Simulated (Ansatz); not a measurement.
Reaction (atomization): `CO[SiH]Cl`• → C• + Cl• + 4 H• + O• + Si•

Calculated with Ansatz (gas phase, PBE0-D4/def2-TZVP geometries, no zero-point term in ΔE). CCSD(T)/CBS adds triple-zeta CCSD(T) − MP2 to the extrapolated MP2 energy (def2 sets, frozen cores). This one scheme is used for every species, atoms too. For atomizations the MP2-based limit and the directly extrapolated one differ by several kJ/mol either way, and by 10 to 25 for some Ge, Se and Sn compounds, so smaller differences from it don't rank the levels. Open shells (•) are unrestricted, without spin–orbit coupling. Spin–orbit coupling would lower the free atoms: a little for C, Cl, O, Si. One conformer a species, not always the lowest.

`CO[SiH]Cl`•:

```xyz
8

C     0.428    1.105    0.241
O    -0.492    0.074    0.536
Si   -0.341   -1.505    0.156
Cl    0.098   -1.729   -1.852
H     1.369    0.958    0.779
H     0.635    1.153   -0.832
H    -0.016    2.049    0.560
H    -1.680   -2.104    0.412
```

```tsv
species	CCSD(T)/CBS(def2) energy (Eh)
`CO[SiH]Cl`•	-864.51436
C•	-37.79194
Cl•	-459.70966
H•	-0.50000
O•	-75.00631
Si•	-288.94402
```

Task: Work out ΔE.

Result: ΔE = 4 × (-0.50000) + (-37.79194) + (-459.70966) + (-75.00631) + (-288.94402) − (-864.51436) = 1.06243 Eh = +2789.4 kJ/mol.

Largest T1 diagnostic among the species: 0.014.

From BLYP to BHLYP (50 % exact exchange), in def2-TZVPP and without D4, ΔE moves by −60.9 kJ/mol: exact exchange takes away binding that semilocal exchange gives to molecules. In def2-TZVPP, CCSD(T) changes the Hartree–Fock value by +662.7 kJ/mol (the triples alone add +41.3 kJ/mol) and MP2 by +721.0 kJ/mol; breaking electron pairs costs correlation energy, which Hartree–Fock lacks.
